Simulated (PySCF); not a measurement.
Method used: PySCF 2.14.0, delta-SCF UKS SCAN, pcX-2 on the ionised atom, pcseg-1 elsewhere, spin-free X2C. Geometries: PBE0-D3(BJ)/def2-SVP; isolated species, one conformer each. Values against the vacuum level. The 2p values add to the ΔSCF energy of one spin-free hole a correction within the shell (spin–orbit coupling, ligand field).

**Question.** Order these sites by rising C 1s binding energy.
A. C1 in `[CH2:1]=[CH:2][c:3]1[cH:4][p:5][cH:6][n:7]1[CH2:8][CH3:9]`
B. C2 in `[CH3:1][C:2]([CH3:3])([CH3:4])[PH:5][PH2:6]`
C. C2 in `[CH3:1][CH2:2]/[CH:3]=[P:4]\[n:5]1[cH:6][cH:7][cH:8][cH:9]1`
D. C3 in `[CH2:1]=[CH:2][C@H:3]1[CH2:4][SiH2:5]1`

**Answer.** A (289.61 eV), D (290.26 eV), B (290.53 eV), C (290.89 eV).

From the lowest up, the atoms are bonded to: C (double bond) and 2 H (289.61); 2 C, H and Si (290.26); 3 C and P (290.53); 2 C and 2 H (290.89).

**Question.** Rank by computed P 1s binding energy, lowest first.
A. P6 in `[CH3:1][C:2]([CH3:3])([CH3:4])[PH:5][PH2:6]`
B. Phosphorus in `C=CC1=CP=CN1CC`
C. Phosphorus in `CC/C=P\n1cccc1`

**Answer.** B (2148.69 eV), A (2149.79 eV), C (2150.26 eV).

The highest is bonded to N and C (double bond), the lowest to 2 C (aromatic in the SMILES); the range is 1.57 eV.

**Question.** Order these sites by rising P 2p3/2 binding energy.
A. Phosphorus in `CC/C=P\n1cccc1`
B. Phosphorus in `C=Cc1cpcn1CC`
C. P5 in `[CH3:1][C:2]([CH3:3])([CH3:4])[PH:5][PH2:6]`

**Answer.** B (135.15 eV), C (135.90 eV), A (136.64 eV).

From the lowest up, the atoms are bonded to: 2 C (aromatic in the SMILES) (135.15); C, H and P (135.90); N and C (double bond) (136.64).
